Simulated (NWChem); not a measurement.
A series in which one site is exchanged, each optimised at PBE0/def2-SVP with NWChem, gas phase unless a solvent is named. All stand in one matching conformer (torsions within 35°), which need not be the lowest. 

A: [CH3][Al]([OH])[F] (CH4AlFO; site = Al)
B: [CH3][Ga]([F])[OH] (CH4FGaO; site = Ga)
C: CB(O)F (CH₄BFO; site = B)

```json
[
 {"quantity": "dipole (D), PBE0/def2-SVP", "A": "…", "B": "1.41", "C": "0.56"},
 {"quantity": "orbital gap (eV), PBE0/def2-SVP", "A": "…", "B": "8.63", "C": "10.99"},
 {"quantity": "highest harmonic frequency (cm⁻¹), PBE0/def2-SVP", "A": "…", "B": "3908", "C": "3888"},
 {"quantity": "vertical ionisation energy, ΔSCF, CAM-B3LYP/def2-SVP (eV)", "A": "…", "B": "11.53", "C": "12.53"},
 {"quantity": "lowest singlet excitation, CAM-B3LYP/def2-SVPD, TDA (eV)", "A": "…", "B": "7.13", "C": "9.03"}
]
```

Question: Some entries are withheld; supply them.

Answer: 
- dipole (D), PBE0/def2-SVP, A: 0.68
- orbital gap (eV), PBE0/def2-SVP, A: 8.85
- highest harmonic frequency (cm⁻¹), PBE0/def2-SVP, A: 3985
- vertical ionisation energy, ΔSCF, CAM-B3LYP/def2-SVP (eV), A: 11.45
- lowest singlet excitation, CAM-B3LYP/def2-SVPD, TDA (eV), A: 7.55
